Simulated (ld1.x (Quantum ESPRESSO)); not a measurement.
**Varying the TM potential for beryllium (Be)**

Base potential:

Be, norm-conserving Troullier–Martins (Kleinman–Bylander form), made with ld1.x (Quantum ESPRESSO) 7.5 (PBEsol, scalar-relativistic). Core none, reference 1s2 2s1 2p0 (charge +1). Waves: 2p (bound, empty): rc 4.20 bohr; 3d channel at 0.1 Ry: rc 3.95 bohr; 1s (bound): rc 0.30 bohr. Local part: the s channel. Core correction: none.

Occupied shells without a wave of their own: 2s. They enter only through the test configuration that unscreens the potential.

All-electron outer shells of the reference configuration (PBEsol, scalar-relativistic, ld1.x):

| shell | level (eV) | outermost node (bohr) | outermost maximum (bohr) |
| --- | --- | --- | --- |
| 1s | -116.97 | – | 0.27 |
| 2s | -13.58 | 0.59 | 1.89 |
| 2p | -9.65 | – | 1.92 |

Cutoffs, loose and tight: the cutoffs (Ry, on a coarse ladder) from which the occupation-weighted sum of valence levels, in a spherical-Bessel basis at the reference potential, stays within 10 and 1 mRy of its value at 400 Ry. They do not see the model core or the augmentation charge, which bear on the density cutoff. Test errors are all-electron minus pseudo excitation energies from the reference, over the configurations 1s2 2s2 2p0; 1s2 2s0 2p0; 1s2 2s1.5 2p0; 1s2 2s1 2p1; 1s1 2s2 2p0; 1s2 2s0 2p1; 1s2 2s0 2p2. A dash means not determined; rows that change the core or the reference have their own tests. The largest error is taken over the tests solved by every variant that gives reliable tests at all: 1s1 2s2 2p0; 1s2 2s0 2p0; 1s2 2s1.5 2p0; 1s2 2s2 2p0.

A true bound ghost makes a file unfit for plane-wave use even where its test errors are small: the radial tests pick states by their node count and pass the ghost by. Where a test does run into it, the solver fails or the error is huge.

Cutoffs are not given where the Bessel-basis levels miss the radial ones by over 6 mRy, ghosts where they miss by over 20 mRy; a channel whose overlap is not positive is not tested.

```csv
change,outcome,"cutoff, loose","cutoff, tight",bound ghosts,largest test error (meV)
base,generated,–,–,not determined,+5.6
"all radii scaled by about 0.74 (s 0.22, p 3.12, d 2.94 bohr)",generated,–,–,not determined,-18
"all radii scaled by about 0.83 (s 0.24, p 3.50, d 3.28 bohr)",generated,–,–,not determined,-15
"all radii scaled by about 0.92 (s 0.28, p 3.84, d 3.62 bohr)",generated,–,–,not determined,-7.2
"all radii scaled by about 1.14 (s 0.34, p 4.80, d 4.52 bohr)",generated,–,–,p,+9.4
"all radii scaled by about 1.23 (s 0.36, p 5.16, d 4.84 bohr)",generated,–,–,p,+13
"all radii scaled by about 1.32 (s 0.40, p 5.56, d 5.22 bohr)",generated,over 300 Ry,over 300 Ry,p,+21
"all radii scaled by about 1.36 (s 0.40, p 5.72, d 5.38 bohr)",generated,over 300 Ry,over 300 Ry,p,+21
```

What comes out with this change to the base: all radii scaled by about 1.07 (s 0.32, p 4.50, d 4.22 bohr)?

outcome: generated; bound ghosts: not determined; largest test error (meV): +7.7.

Reading the sweep of the scale of all radii (base = 1) (base included, trends over the rows without a ghost): Bound ghosts are found at 1.14, 1.23, 1.32, 1.36. Every judged row has one, so this setting neither creates nor removes them.
